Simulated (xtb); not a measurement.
C₄H₅ (SMILES [CH2]C#CC), doublet, at a GFN2-xTB geometry, atoms displaced at random by about 0.1 Å a coordinate; GFN1-xTB (xtb 6.7.1).

Input for xtb:
```
$ xtb mol.xyz --gfn 1 --uhf 1 --opt sloppy --json

# file mol.xyz
9

C      0.00803656     0.04581506     2.18570290
C      0.04416721     0.21274898     0.62607805
C      0.14557683     0.14901064    -0.35700768
C     -0.04673525     0.21172489    -1.92449080
H     -0.89354708    -0.27604036     2.61019735
H      0.76440688    -0.19681221     2.57513860
H     -0.22739632     1.17216872    -2.03255607
H      0.93566316    -0.48070482    -2.44758251
H     -0.72481767    -0.27238182    -2.26302393
```

Question: What does xtb print? Leave out banner, timings and long lists.

Answer: 
```
   ID    Z sym.   atoms
    1    6 C      1-4
    2    1 H      5-9

           -------------------------------------------------
          |                Calculation Setup                |
           -------------------------------------------------

           -------------------------------------------------
          |                 G F N 1 - x T B                 |
           -------------------------------------------------

          ...................................................
          :                      SETUP                      :
          :.................................................:
          :  # basis functions                  26          :
          :  # atomic orbitals                  26          :
          :  # shells                           18          :
          :  # electrons                        21          :
          :  # halogen bonds                     0          :
          :  max. iterations                   250          :
          :  Hamiltonian                  GFN1-xTB          :
          :  restarted?                      false          :
          :  GBSA solvation                  false          :
          :  PC potential                    false          :
          :  electronic temp.          300.0000000     K    :
          :  accuracy                    1.0000000          :
          :  -> integral cutoff          0.2500000E+02      :
          :  -> integral neglect         0.1000000E-07      :
          :  -> SCF convergence          0.1000000E-05 Eh   :
          :  -> wf. convergence          0.2000000E-04 e    :
          :  Broyden damping             0.4000000          :
          :  net charge                          0          :
          :  unpaired electrons                  1          :
          ...................................................

 iter      E             dE          RMSdq      gap      omega  full diag
   1    -11.3390403 -0.113390E+02  0.925E+00    5.24       0.0  T
   2    -11.3472493 -0.820905E-02  0.554E+00    5.38       1.0  T
   3    -11.3476927 -0.443429E-03  0.360E-01    5.89       1.0  T
   4    -11.3479524 -0.259687E-03  0.120E-01    5.75       1.0  T
   5    -11.3479829 -0.304528E-04  0.161E-02    5.70       2.1  T
   6    -11.3479833 -0.444701E-06  0.375E-03    5.69       8.9  T
   7    -11.3479833 -0.273945E-07  0.494E-04    5.69      67.5  T
   8    -11.3479833 -0.855488E-09  0.666E-05    5.69     500.9  T
   9    -11.3479833 -0.117417E-10  0.535E-06    5.69    6229.0  T

   *** convergence criteria satisfied after 9 iterations ***

         :::::::::::::::::::::::::::::::::::::::::::::::::::::
         ::                     SUMMARY                     ::
         :::::::::::::::::::::::::::::::::::::::::::::::::::::
         :: total energy             -10.727302512425 Eh    ::
         :: gradient norm              1.485203091344 Eh/a0 ::
         :: HOMO-LUMO gap              5.694801498158 eV    ::
         ::.................................................::
         :: SCC energy               -11.347983347971 Eh    ::
         :: -> electrostatic           0.000822322934 Eh    ::
         :: repulsion energy           0.622847292971 Eh    ::
         :: dispersion energy         -0.002166457425 Eh    ::
         :: halogen bond corr.         0.000000000000 Eh    ::
         :: add. restraining           0.000000000000 Eh    ::
         :: total charge               0.000000000000 e     ::
         :::::::::::::::::::::::::::::::::::::::::::::::::::::

      -----------------------------------------------------------
     |                   =====================                   |
     |                        A N C O P T                        |
     |                   =====================                   |
     |               Approximate Normal Coordinate               |
     |                Rational Function Optimizer                |
[...]
 * total energy  :   -10.7273025 Eh     change       -0.1598721E-13 Eh
 * total energy  :   -10.9821161 Eh     change       -0.2548135E+00 Eh
 * total energy  :   -11.0167471 Eh     change       -0.3463108E-01 Eh
 * total energy  :   -11.0217719 Eh     change       -0.5024727E-02 Eh
 * total energy  :   -11.0224204 Eh     change       -0.6485312E-03 Eh
 * total energy  :   -11.0229412 Eh     change       -0.5208067E-03 Eh
 * total energy  :   -11.0233288 Eh     change       -0.3876262E-03 Eh
 * total energy  :   -11.0236416 Eh     change       -0.3127824E-03 Eh
 * total energy  :   -11.0238218 Eh     change       -0.1802436E-03 Eh
 * total energy  :   -11.0239569 Eh     change       -0.1350955E-03 Eh
 * total energy  :   -11.0240321 Eh     change       -0.7515177E-04 Eh
   *** GEOMETRY OPTIMIZATION CONVERGED AFTER 11 ITERATIONS ***
         :: total energy             -11.024032091479 Eh    ::
[...]
      -------------------------------------------------------------
         1        2.0000           -0.6484731             -17.6459
         2        2.0000           -0.6316682             -17.1886
         3        2.0000           -0.6154706             -16.7478
         4        2.0000           -0.5528478             -15.0438
         5        2.0000           -0.5425387             -14.7632
         6        2.0000           -0.5394036             -14.6779
         7        2.0000           -0.5295763             -14.4105
         8        2.0000           -0.5159811             -14.0406
         9        2.0000           -0.4665115             -12.6944
        10        2.0000           -0.4276025             -11.6357
        11        1.0000           -0.3488244              -9.4920 (HOMO)
        12                         -0.1906873              -5.1889 (LUMO)
        13                         -0.1457923              -3.9672
        14                         -0.1421397              -3.8678
        15                         -0.1082521              -2.9457
        16                         -0.0707749              -1.9259
        17                         -0.0706487              -1.9224
        18                         -0.0591452              -1.6094
        19                          0.0905585               2.4642
        20                          0.2636370               7.1739
        21                          0.2679903               7.2924
        22                          0.3184059               8.6643
       ...                                ...                  ...
        26                          1.3129689              35.7277
      -------------------------------------------------------------
                  HL-Gap            0.1581371 Eh            4.3031 eV
             Fermi-level           -0.3289846 Eh           -8.9521 eV

  Mulliken/CM5 charges         n(s)   n(p)   n(d)
     1C    -0.08387 -0.18237   1.038  3.046  0.000
     2C    -0.02808 -0.03616   1.087  2.941  0.000
     3C    -0.05236 -0.06447   1.106  2.947  0.000
     4C    -0.05238 -0.19448   0.995  3.057  0.000
     5H     0.04092  0.09425   0.959  0.000  0.000
     6H     0.04104  0.09397   0.959  0.000  0.000
     7H     0.04768  0.09915   0.952  0.000  0.000
     8H     0.04304  0.09460   0.957  0.000  0.000
     9H     0.04402  0.09550   0.956  0.000  0.000

Wiberg/Mayer (AO) data.
largest (>0.10) Wiberg bond orders for each atom

 ---------------------------------------------------------------------------
     #   Z sym  total        # sym  WBO       # sym  WBO       # sym  WBO
 ---------------------------------------------------------------------------
     1   6 C    3.633 --     2 C    1.439     5 H    0.967     6 H    0.966
                             3 C    0.223
     2   6 C    3.987 --     3 C    2.463     1 C    1.439
     3   6 C    3.853 --     2 C    2.463     4 C    1.078     1 C    0.223
     4   6 C    3.998 --     3 C    1.078     8 H    0.967     9 H    0.965
                             7 H    0.956
     5   1 H    1.005 --     1 C    0.967
     6   1 H    1.004 --     1 C    0.966
     7   1 H    1.006 --     4 C    0.956
     8   1 H    1.006 --     4 C    0.967
     9   1 H    1.006 --     4 C    0.965
 ---------------------------------------------------------------------------

Topologies differ in total number of bonds
Writing topology from bond orders to xtbtopo.mol

 dipole moment from electron density (au)
     X       Y       Z
  -0.0105   0.0645  -0.3526  total (Debye):    0.911

optimized geometry written to: xtbopt.xyz

           -------------------------------------------------
          | TOTAL ENERGY              -11.024032091479 Eh   |
          | GRADIENT NORM               0.004733604718 Eh/α |
          | HOMO-LUMO GAP               4.303128606861 eV   |
           -------------------------------------------------

normal termination of xtb
```
